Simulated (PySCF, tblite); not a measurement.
Isomers of C5H5N3, one GFN2-xTB conformer each. Single-point energies are computed at PBE0/pcSseg-1 (PySCF, gas phase, no added dispersion term), electronic only.

Problem. Rank them by PBE0/pcSseg-1 energy, lowest first (kJ/mol).
A. `[CH2:1]=[CH:2][c:3]1[cH:4][cH:5][n:6][n:7][n:8]1` with C1–C2–C3–C4 180°
B. `C#Cc1cnnn1C`
C. `[CH:1]#[C:2][CH2:3][n:4]1[cH:5][cH:6][n:7][n:8]1` with C2–C3–N4–C5 -53°

Solution. A (0.0), B (23.7), C (56.1).

As drawn, the lowest has a C=C bond outside aromatic rings, which the highest lacks; the highest has a C≡C bond, which the lowest lacks. GFN2-xTB itself gives, in the same order: 21.5, 0.0, 23.3. GFN2-xTB puts C#Cc1cnnn1C lowest instead; measured from each level's own lowest isomer, the values differ by up to 32.8 kJ/mol (C#CCn1ccnn1: 23.3 against 56.1).

Problem. Which frontier levels, dipoles and rotational constants go with these structures?

Solution. 
```tsv
SMILES	HOMO (eV, PBE0/pcSseg-1)	LUMO (eV)	dipole (D)	A, B, C (MHz)
C=Cc1ccnnn1	-7.03	-2.24	5.02	5686, 1695, 1305
C#Cc1cnnn1C	-7.29	-1.09	4.38	3930, 1985, 1330
C#CCn1ccnn1	-7.68	-0.22	4.46	6062, 1412, 1250
```

Problem. What happens when harmonic zero-point energies from GFN2-xTB frequencies are added?

Solution. 
| SMILES | ZPE (kJ/mol) | electronic (kJ/mol) | with ZPE (kJ/mol) |
| --- | --- | --- | --- |
| C=Cc1ccnnn1 | 243.8 | 0.0 | 0.0 |
| C#Cc1cnnn1C | 244.6 | 23.7 | 24.6 |
| C#CCn1ccnn1 | 245.7 | 56.1 | 58.0 |

The zero-point energies span 1.9 kJ/mol. The order is unchanged.
